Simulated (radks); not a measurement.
All-electron atom: Pb L in [Ar] 3d10 4s2 4p3.

Method: scalar-relativistic Kohn-Sham, LDA (Slater exchange, VWN5 correlation), spin-polarised, spherical densities, finite nucleus; open shells are filled with parallel spins first (spin-orbit coupling, left out, can overturn this in heavy ions); Fermi nuclear charge, rms radius 5.5012 fm; computed with a radial shooting solver on a logarithmic mesh with Libxc functionals.

Energy parts (eV):
total: -520235.18
kinetic: 593221.78
electron-nucleus: -1204303.70
Hartree: 98277.38
exchange-correlation: -7430.64

Orbitals (lengths in bohr, moments of r in powers of bohr; <r^-3> diverges for s and p1/2; r(max) is where P^2 peaks):
orbital  occ.  eigenvalue (eV)  <r^-3>    r(max)      <r>
1s up       1        -90607.52       -  0.009856  0.01607
1s down     1        -90603.59       -  0.009855  0.01607
2s up       1        -18319.77       -   0.05717  0.06756
2s down     1        -18317.36       -   0.05717  0.06756
2p up       3        -16097.03   29620   0.04757  0.06134
2p down     3        -16093.78   29610   0.04758  0.06134
3s up       1        -6240.795       -    0.1600   0.1721
3s down     1        -6237.120       -    0.1600   0.1720
3p up       3        -5598.938    7149    0.1596   0.1730
3p down     3        -5594.877    7153    0.1597   0.1729
3d up       5        -4965.937   873.9    0.1294   0.1559
3d down     5        -4962.264   874.6    0.1294   0.1558
4s up       1        -3004.968       -    0.3385   0.3423
4s down     1        -2989.613       -    0.3381   0.3422
4p up       3        -2763.108    2443    0.3497   0.3529
4p down     0        -2747.742    2445    0.3493   0.3529

The highest occupied level is 4p up at -2763.1 eV. For comparison, the ionisation energy in NIST's Atomic Spectra Database is 2735 eV (theoretical). In exact Kohn-Sham theory the highest level is minus the ionisation energy, but local and semilocal functionals leave it too shallow, through self-interaction and a potential that decays too fast; potentials with the right tail come closer. The density falls to 0.001 e/bohr^3 at r = 0.88 bohr. Summed over all electrons, <r^2> = 1.283 bohr^2, which gives a Langevin (diamagnetic) susceptibility term of -1.02 x 10^-6 cm^3/mol.
